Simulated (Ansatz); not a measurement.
C₄H₁₂Sn (SMILES [CH3][Sn]([CH3])([CH3])[CH3]), singlet, at a GFN2-xTB geometry (such geometries of metal compounds can be far from the true shape) (core potentials on Sn); HF/def2-SVP (Ansatz, a program for electronic structure).

Ansatz was given this input:
Ansatz 0.2 input:
```yaml
crystal:
  periodic: [false, false, false]
  atoms:
    - {symbol: C, position_ang: [-0.32734664, -1.51883391, -1.54944519]}
    - {symbol: Sn, position_ang: [-0.00000000, -0.00000000, 0.00000000]}
    - {symbol: C, position_ang: [-0.05342988, 1.99613663, -0.90960238]}
    - {symbol: C, position_ang: [-1.57557007, -0.15380819, 1.51944552]}
    - {symbol: C, position_ang: [1.95634658, -0.32349453, 0.93960205]}
    - {symbol: H, position_ang: [-1.29048020, -1.37405102, -2.02483684]}
    - {symbol: H, position_ang: [-0.30413761, -2.51246171, -1.11729855]}
    - {symbol: H, position_ang: [0.44288661, -1.45732837, -2.30940794]}
    - {symbol: H, position_ang: [0.10673102, 2.75991054, -0.15754954]}
    - {symbol: H, position_ang: [-1.01404233, 2.17327110, -1.37910495]}
    - {symbol: H, position_ang: [0.71932449, 2.08999374, -1.66367605]}
    - {symbol: H, position_ang: [-2.55019221, 0.00353832, 1.07229975]}
    - {symbol: H, position_ang: [-1.56384962, -1.13487237, 1.97983804]}
    - {symbol: H, position_ang: [-1.42941886, 0.59017776, 2.29385516]}
    - {symbol: H, position_ang: [2.00057458, -1.30612049, 1.39465773]}
    - {symbol: H, position_ang: [2.74759880, -0.25098716, 0.20254834]}
    - {symbol: H, position_ang: [2.13500534, 0.41892964, 1.70867485]}
basis:
  gaussian:
    orbitals: def2-SVP
    point_charges:
      - {charge: 1.0, position_ang: [-0.1894, 4.7263, 3.2982]}
hamiltonian:
  xc: hf
```

What the program printed (banner, timings and long lists left out):

```
Functional definition: HF
1903 factors; their error is unknown
mean field evaluation 1: about -10109.4191 eV, gradient 3.8e1 eV
mean field evaluation 2: about -10112.9314 eV, gradient 1.5e1 eV
mean field evaluation 4: about -10113.5222 eV, gradient 3.8e-1 eV
mean field evaluation 8: about -10113.8804 eV, gradient 5.2e-1 eV
mean field -10113.88069793 eV, -371.6782602143 hartree, gradient 2.9e-5 eV, S^2 0.000000; 0 other end points of the search recorded, 0 dependent functions left out
reference -10113.88069793 eV, -371.6782602143 hartree; 29, 29 occupied and 113, 113 virtual orbitals, 1903 factors
Total energy: -10113.88069793 eV, -371.6782602143 hartree
```
